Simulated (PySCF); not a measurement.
C4H8BP.
SMILES: `C=C/C=C/BP`

Torsions of this conformer, `[CH2:1]=[CH:2]/[CH:3]=[CH:4]/[BH:5][PH2:6]`: C1–C2–C3–C4 179°, C3–C4–B5–P6 -9°, H–P6–B5–C4 -145°, H–P6–B5–C4 -45°.

The closed-shell ground state was solved at several levels (PySCF, density fitting, gas phase, non-relativistic). One conformer (not necessarily the lowest) at the PBE0-D3(BJ)/def2-SVP geometry, without solvent, vibrations or thermal averaging.

```csv
level,basis functions,HOMO (eV),LUMO (eV),gap (eV),dipole (D)
PBE0/pcSseg-1,149,-6.83,-2.40,4.43,2.07
PBE0/6-31G*,104,-6.62,-2.11,4.51,2.21
PBE0/pcSseg-0,74,-6.85,-2.41,4.44,2.32
PBE0/aug-cc-pVDZ,214,-6.80,-2.39,4.41,1.98
KT2/pcSseg-1,149,-5.87,-3.17,2.70,2.04
B97-D/pcSseg-1,149,-5.78,-3.06,2.72,2.01
```

Q: Estimate the row for PBE0/6-31G, a basis of 74 functions; the other rows only guide the guess.

A: HOMO -6.62 eV, LUMO -2.12 eV, gap 4.50 eV, dipole 2.30 D.

Q: How much does the basis alone move the frontier levels among the 5 PBE0 rows (the withheld one included)?

A: The HOMO by 0.23 eV and the LUMO by 0.30 eV. By rising basis size (HOMO, LUMO in eV): pcSseg-0 -6.85, -2.41; 6-31G -6.62, -2.12; 6-31G* -6.62, -2.11; pcSseg-1 -6.83, -2.40; aug-cc-pVDZ -6.80, -2.39.

Q: How far do the dipole and the HOMO energy spread over the levels?

A: The dipole runs from 1.98 to 2.32 D (mean 2.13 D) and the HOMO from -6.85 to -5.78 eV.
